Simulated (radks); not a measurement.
Values are calculated unless marked as measured or tabulated.
Numerical settings for the holmium ion Ho2+, [Xe] 4f11. Code: a radial shooting solver on a logarithmic mesh with Libxc functionals. Model: scalar-relativistic Kohn-Sham, r2SCAN, spin-polarised, spherical densities, finite nucleus; open shells are filled with parallel spins first (spin-orbit coupling, left out, can overturn this in heavy ions); meta-GGA in the generalised Kohn-Sham scheme; Fermi nuclear charge, rms radius 5.2022 fm. The defaults (mesh step 0.008 in ln r, mesh end at 40 bohr or more with all orbitals vanishing there, Anderson mixing 0.5 over 9 steps, residual threshold near 1e-9 with the energy settled to 1e-9 hartree or 1e-11 of itself, here a cap of 95 iterations) give E = -12615.874 hartree and 4f at -15.270 eV in 13 iterations. Run on one thread of a shared host, so times are rough (Arm Neoverse V1): 0.26 s of CPU time, 0.26 s wall, 13 iterations on 2254 mesh points. Changes against that run (0 stands for a change within the tolerance of the run):

| setting | iterations | converged | E (mhartree) | e(4f) (meV) | CPU (s) |
|---|---|---|---|---|---|
| mesh step in ln r 0.05 | 13 | yes | +2.23 | +0.327 | 0.06 |
| mesh step in ln r 0.08 | 2 | no | diverged | - | 0.02 |
| mesh step in ln r 0.12 | 4 | no | diverged | - | 0.02 |
| mesh end (bohr) 3 | 12 | yes | +462 | +6e+03 | 0.22 |
| mesh end (bohr) 400 | 13 | yes | 0 | 0 | 0.26 |
| residual threshold 1e-05 | 12 | yes | 0 | +0.0359 | 0.24 |
| residual threshold 0.01 | 11 | yes | 0 | +1.54 | 0.23 |
| mixing 0.01 | 22 | yes | 0 | -0.0692 | 0.41 |
| linear mixing, mixing 0.05 | 95 | no | +6.39 | -79.6 | 1.6 |
| linear mixing, mixing 0.2 | 62 | yes | +0.00133 | -0.0396 | 0.95 |
| mixing history 3 | 13 | yes | 0 | -0.0481 | 0.25 |
| iteration cap 3 | 3 | no | +541 | +329 | 0.07 |

Settings that end as converged yet miss the energy by more than 1 mhartree: mesh step in ln r 0.05 (+0.00223 hartree); mesh end (bohr) 3 (+0.462 hartree). A mesh that ends early acts as a hard wall.
